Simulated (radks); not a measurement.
Values are calculated unless marked as measured or tabulated.
Question: The chlorine ion Cl2+, [Ne] 3s2 3p3. Level of theory: non-relativistic Kohn-Sham, LDA (Slater exchange, Perdew-Wang correlation), spin-polarised, spherical densities, point nucleus (a radial shooting solver on a logarithmic mesh with Libxc functionals). Every spin shell is full or empty, so the densities are truly spherical. Functionals are evaluated on that one density, not self-consistently. Rank these exchange functionals by their error against the exact value of the orbitals, and give that value: LDA, B88, PBEsol, PW91, PW86, G96, EV93, MS2, Tao-Mo, TASK.

Answer: Exact: -26.8455 hartree. From best to worst, with 100 (|E| - |E exact|)/|E exact| (equal figures are ties): B88 0.00, MS2 +0.08, G96 +0.10, PW91 -0.12, Tao-Mo -0.16, PW86 +0.48, EV93 +1.16, TASK -2.97, PBEsol -3.45, LDA -7.85.
